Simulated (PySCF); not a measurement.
C3H4BNO2, SMILES O=C1CB(O)C=N1.

The structure is a stationary point at PBE0-D3(BJ)/def2-SVP. This is a generated structure with no PubChem entry under its InChIKey; it may be hypothetical. The values are those of a single conformer.

Method: PBE0-D3(BJ)/def2-SVP (PySCF).

No scaling factor is applied to the harmonic values.

| mode | ν (cm⁻¹) | IR (km/mol) | Raman (Å⁴/amu) | depolarisation | moving atoms (share of kinetic energy) |
|---|---|---|---|---|---|
| 1 | 29 | 3.1 | 0.1 | 0.75 | O 43 %, H 27 %, C 26 % |
| 2 | 217 | 4.5 | 0.7 | 0.75 | N 35 %, C 27 %, B 17 %, O 14 % |
| 3 | 315 | 9.9 | 0.3 | 0.69 | O 50 %, C 23 %, H 15 % |
| 4 | 360 | 4.1 | 1.3 | 0.75 | H 59 %, C 17 %, B 16 % |
| 5 | 508 | 8.1 | 5.4 | 0.33 | O 53 %, C 13 %, B 12 %, N 12 %, H 11 % |
| 6 | 548 | 1.9 | 2.4 | 0.34 | O 43 %, C 28 %, N 10 %, B 9 %, H 9 % |
| 7 | 594 | 76.9 | 4.8 | 0.75 | H 61 %, C 24 % |
| 8 | 661 | 54.7 | 0.6 | 0.75 | H 54 %, B 18 %, C 14 %, O 9 % |
| 9 | 695 | 0.1 | 1.5 | 0.67 | C 38 %, O 28 %, N 23 % |
| 10 | 785 | 1.5 | 1.9 | 0.75 | H 49 %, C 37 %, B 13 % |
| 11 | 807 | 5.4 | 2.7 | 0.67 | C 43 %, H 36 %, N 16 % |
| 12 | 814 | 6.4 | 9.4 | 0.24 | C 60 %, N 25 % |
| 13 | 956 | 76.3 | 5.0 | 0.66 | H 69 %, B 12 %, C 12 % |
| 14 | 959 | 27.3 | 2.3 | 0.75 | H 59 %, C 27 %, B 13 % |
| 15 | 1101 | 1.5 | 1.3 | 0.75 | H 67 %, C 28 % |
| 16 | 1112 | 73.7 | 0.9 | 0.37 | C 45 %, H 35 % |
| 17 | 1155 | 40.2 | 1.8 | 0.45 | C 48 %, H 42 % |
| 18 | 1262 | 210.3 | 3.1 | 0.15 | B 40 %, C 33 %, H 17 % |
| 19 | 1322 | 15.3 | 17.2 | 0.62 | H 62 %, C 19 %, N 14 % |
| 20 | 1355 | 34.0 | 13.9 | 0.64 | H 91 % |
| 21 | 1518 | 371.3 | 2.7 | 0.70 | B 67 %, O 19 % |
| 22 | 1675 | 11.7 | 40.4 | 0.18 | C 54 %, N 43 % |
| 23 | 1911 | 245.7 | 32.0 | 0.38 | C 63 %, O 36 % |
| 24 | 3093 | 3.1 | 123.8 | 0.08 | H 94 % |
| 25 | 3117 | 27.5 | 174.4 | 0.29 | H 92 %, C 8 % |
| 26 | 3144 | 0.5 | 72.0 | 0.75 | H 91 %, C 9 % |
| 27 | 3891 | 102.3 | 138.5 | 0.27 | H 94 % |
